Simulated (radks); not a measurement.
Q: Valence configurations of the thallium ion Tl+. Method: scalar-relativistic Kohn-Sham, SCAN, spin-polarised, spherical densities, finite nucleus; open shells are filled with parallel spins first (spin-orbit coupling, left out, can overturn this in heavy ions); meta-GGA in the generalised Kohn-Sham scheme; Fermi nuclear charge, rms radius 5.4759 fm; computed with a radial shooting solver on a logarithmic mesh with Libxc functionals. Order these by energy: [Hg]; [Xe] 4f12 5d10 6s2 6p2; [Xe] 4f14 5d9 6s2 6p1; [Xe] 4f14 5d10 6s1.5 6p0.5; [Xe] 4f13 5d10 6s2 6p1; [Xe] 4f13.5 5d10 6s2 6p0.5; [Xe] 4f13.5 5d10 6p2.5; [Xe] 4f14 5d9.5 6s2 6p0.5.

A: From the lowest, in eV above it: [Hg] 0.000; [Xe] 4f14 5d10 6s1.5 6p0.5 4.063; [Xe] 4f14 5d9.5 6s2 6p0.5 7.735; [Xe] 4f14 5d9 6s2 6p1 15.911; [Xe] 4f13.5 5d10 6s2 6p0.5 59.207; [Xe] 4f13.5 5d10 6p2.5 76.096; [Xe] 4f13 5d10 6s2 6p1 122.35; [Xe] 4f12 5d10 6s2 6p2 260.99. NIST lists [Hg] as the ground configuration; this level of theory agrees among the configurations tried. The energies are those of spherical high-spin densities, not of single terms.
